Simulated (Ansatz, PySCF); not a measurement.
Pair of molecules: HF (SMILES F) (first 2 atoms) with H2S (SMILES S); geometry from B3LYP-D3(BJ)/def2-TZVP.
(charge 0, multiplicity 1):
```xyz
5

F      0.004    -0.141    -0.343
H      0.128    -0.354     0.563
S      0.301    -0.703     2.771
H     -1.009    -0.499     2.990
H      0.610     0.578     3.035
```

Counterpoise-corrected where a basis set is named; no monomer relaxation.

Codes used: Ansatz (Gaussian orbitals); PySCF for the dispersion terms. 

Question: One of these levels gives -9.33 kcal/mol for the interaction energy. Name it.
(A) PBE0-D4/def2-TZVPPD
(B) BHLYP-D4/def2-TZVPPD
(C) SVWN5/def2-TZVPPD
(D) BHLYP/def2-TZVPPD

Answer: C, SVWN5/def2-TZVPPD. The others give -6.39 (PBE0-D4/def2-TZVPPD), -5.36 (BHLYP/def2-TZVPPD), -5.88 (BHLYP-D4/def2-TZVPPD)

Ansatz is a first-principles code.
